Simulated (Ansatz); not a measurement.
Cartesian coordinates in Å:
```
C -1.607 -0.463 2.247
O -1.134 0.079 1.050
Mo 0.440 0.439 0.205
O -0.178 1.721 -1.028
F 1.172 -0.595 1.593
F 2.222 0.521 -0.350
F 0.815 1.971 1.217
O 0.216 -0.776 -1.132
C 0.734 -0.915 -2.423
H -0.787 -0.971 2.763
H -2.409 -1.170 2.023
H -1.996 0.344 2.873
H -0.080 2.646 -0.783
H 0.332 -0.112 -3.048
H 1.825 -0.835 -2.386
H 0.433 -1.885 -2.822
```

Charge 0, multiplicity 1. Mo takes the def2 core potential.

**Question.** List the PBE0/def2-TZVPP orbital energies in eV (Ansatz). (Best estimate.)

**Answer.** Computed: Occupied: -673.27, -673.20, -673.19, -524.39, -524.30, -523.35, -280.09, -280.09, -75.53, -48.09, -48.06, -47.95, -31.91, -31.80, -31.71, -29.23, -29.17, -27.92, -19.87, -19.80, -15.32, -15.16, -14.67, -14.40, -14.18, -13.77, -13.52, -12.80, -12.57, -12.51, -12.31, -12.25, -11.98, -11.16, -10.87, -10.71, -10.36, -10.17, -10.05, -9.58, -9.33, -9.14. Lowest empty: -3.39, -3.23, -3.17, 0.44, 0.62, 0.98, 1.12, 1.34.
